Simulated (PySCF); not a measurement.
SbF₄, SMILES [F][Sb+]([F])([F])[F], charge +1.

The structure is a stationary point at r2SCAN-D4/def2-SVP. The spin state was assumed, not searched. The isomer is the one that the SMILES or the coordinates give; other isomers of the formula were not compared. The def2 effective core potentials stand for the cores of Sb; spin–orbit coupling is left out.

Computed with PySCF with PBE/def2-TZVP.

Symmetry labels are those of the subgroup D2 that the program uses (full group Td).

### Question
List the valence orbital energies around the gap with their symmetry. (An estimate is asked for; the answer gives what the named calculation found.)

### Answer

```tsv
orbital	symmetry	energy (eV)
HOMO−7	B1	-17.74
HOMO−6	B2	-17.74
HOMO−5	B3	-17.74
HOMO−4	A	-17.72
HOMO−3	A	-17.72
HOMO−2	B1	-17.43
HOMO−1	B2	-17.43
HOMO	B3	-17.43
LUMO	A	-13.08
LUMO+1	B1	-8.06
LUMO+2	B3	-8.06
LUMO+3	B2	-8.06
```
